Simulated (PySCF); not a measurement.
Gas-phase reaction: 4 GeH2 + 3 F2 ⇌ 2 GeHF3 + 2 GeH3

Energies from PySCF, thermal terms from the rigid-rotor harmonic-oscillator model, ideal gas at 1 bar. † marks an energy on the PBE0/def2-TZVP geometry and frequencies; other levels use their own. Open shells (unrestricted): GeH3 (multiplicity 2); the rest are closed-shell singlets. Ge: all electrons, no relativistic terms. GeH2, GeHF3, GeH3: computed as isolated molecules; such fragments, hydroxides, amides, oligomers or adducts are transient or little studied in the gas.

PBE0/def2-SVP† gives ΔH°(298 K) = -2319 kJ.

Q: What do PBE0/def2-TZVP, M06-2X/def2-TZVP†, PBE/def2-SVP give?

A: PBE0/def2-TZVP: -2349 kJ; M06-2X/def2-TZVP†: -2495 kJ; PBE/def2-SVP: -2211 kJ. For scale, ΔH°(298 K) is -2319 kJ at this level, -2327 kJ at ωB97M-V/def2-TZVP†, and runs from -2542 to -1675 kJ over the 20 levels computed.
